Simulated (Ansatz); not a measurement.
A structure relaxed at PBE-D4/def2-TZVPD in Ansatz, charge -1, doublet:

Cartesian coordinates in Å:
```
Si -0.163 0.806 0.798
S -0.668 2.576 -0.048
S 0.675 -2.612 -0.050
S 0.156 -0.770 -0.700
```

(1) Give its formula and point group.

(2) Summarise the bond lengths by kind (pairs closer than 1.2 times the sum of covalent radii, bridged metal pairs left out).

Results:

(1) the cluster SiS3⁻. Point group Cs (tolerance 0.1 Å).

(2) 2 × S–Si 2.02 to 2.20 Å; 1 × S–S 2.02 Å.

The relaxation made no stability test and no search for a lower SCF solution. Another isomer (doublet) lies 1.80 eV lower at PBE0-D4/def2-TZVPD; other spin states weren't run for this one.
